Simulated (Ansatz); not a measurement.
Cartesian coordinates (Å):
```xyz
8

C      1.9298    -0.8779     0.0818
C      0.7831    -0.5512    -0.0769
C     -0.5763    -0.1981    -0.2843
C     -1.1436     0.9179     0.1762
H      2.9438    -1.1584     0.2267
H     -1.1678    -0.9036    -0.8599
H     -2.1863     1.1298    -0.0163
H     -0.5827     1.6414     0.7527
```
Charge +1, spin multiplicity 2.

All values below come from frozen-core CCSD(T)/cc-pVTZ // B3LYP-D3(BJ)/def2-TZVP (Ansatz, an electronic-structure program). The geometry is that of the parent before the electron was removed.

```
Item                           Result
----------------------  -------------
HF energy               -153.46481 Ha
MP2 correlation energy    -0.55617 Ha
```

**Question.** Estimate the CCSD correlation energy, the (T) correction, the total energy and the T1 diagnostic.

**Answer.** 
- CCSD correlation energy: -0.59504 Ha
- (T) correction: -0.02915 Ha
- CCSD(T) total energy: -154.08900 Ha
- T1 diagnostic: 0.027
